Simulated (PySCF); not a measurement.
Spinor energies of Lu⁴¹⁺ (lutetium, charge +41)

Start: [Ar] 3d10 4s2. Calculated with PySCF 2.14 in an uncontracted even-tempered set (18 s from 2.1 bohr⁻², ratio 2.6; 15 p from 2.8 bohr⁻², ratio 2.6; 10 d from 2.8 bohr⁻², ratio 2.6; 6 f from 2.8 bohr⁻², ratio 2.8): generalised Hartree-Fock with the X2C-1e Hamiltonian and a Gaussian nucleus; spin-orbit coupling (SO) screened by Boettger's factors.

```tsv
spinor shell	electrons	ε, screened SO (eV)	weight of nominal j (screened SO)	rms radius, screened SO (bohr)
1s1/2	2	-65579.6	1.000	0.0219
2s1/2	2	-12874.5	1.000	0.0883
2p1/2	2	-12361.8	1.000	0.0752
2p3/2	4	-11234.6	1.000	0.0823
3s1/2	2	-4356.7	1.000	0.223
3p1/2	2	-4131.4	1.000	0.214
3d3/2	4	-3512.3	1.000	0.200
3d5/2	6	-3456.7	1.000	0.203
4s1/2	2	-2064.9	1.000	0.451
```

Task: Where does 3p3/2 lie, and what is the 3p spin-orbit splitting (screened SO)?

Result: At -3876.6 eV, 254.75 eV above 3p1/2.

| quantity | screened SO |
| --- | --- |
| E (hartree) | -13487.23882 |
| M_J | 0 |
| ⟨J²⟩ | 0.000 |
| ⟨L²⟩ | 0.051 |
| ⟨S²⟩ | 0.051 |

Breit and QED terms are absent; they matter most for the inner s and p1/2 levels.

Densities and radii are taken from the X2C orbitals without a picture-change correction, which distorts them close to the nucleus.
